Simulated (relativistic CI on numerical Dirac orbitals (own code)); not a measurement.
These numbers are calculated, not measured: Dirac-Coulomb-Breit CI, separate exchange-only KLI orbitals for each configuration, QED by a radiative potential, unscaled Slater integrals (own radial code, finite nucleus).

The strongest absorption lines from the ground level of an ion, among the configurations computed and to levels below about 16600 eV (vacuum wavelength in Å, gf): 0.7751 (0.24), 0.9902 (0.22), 0.9905 (0.28), 0.9936 (0.12), 1.0043 (1.1), 1.0352 (0.4), 5.9468 (0.37), 5.9526 (0.2).

Problem. Which ion is it?
A. Ir LXXIII
B. Ir LXXI
C. Tb LXI
D. Ac LXXXV

Solution. A. Ir LXXIII has 5 electrons and the ground level 2s2.2p 2P°_1/2; the strongest line goes to 2s2.3d 2D_3/2. The pattern of lines fixes the number of electrons, and along that sequence the line energies rise steadily with the charge (about as its square where n changes within one kind of shell, about linearly where n is kept but much faster in heavy ions where fine structure, which grows about as Z⁴, sets the gap, and irregularly where shells cross), which fixes Z. Configurations outside the model, such as inner-shell arrays, can give stronger lines. At this charge energies of transitions that change n are usually good to better than 1 %, and those within a shell (Δn = 0) to a few per cent.

LS names give the leading component of a level, which can be under half, so a name can repeat, a term be missing and a line seem to break the LS rules.
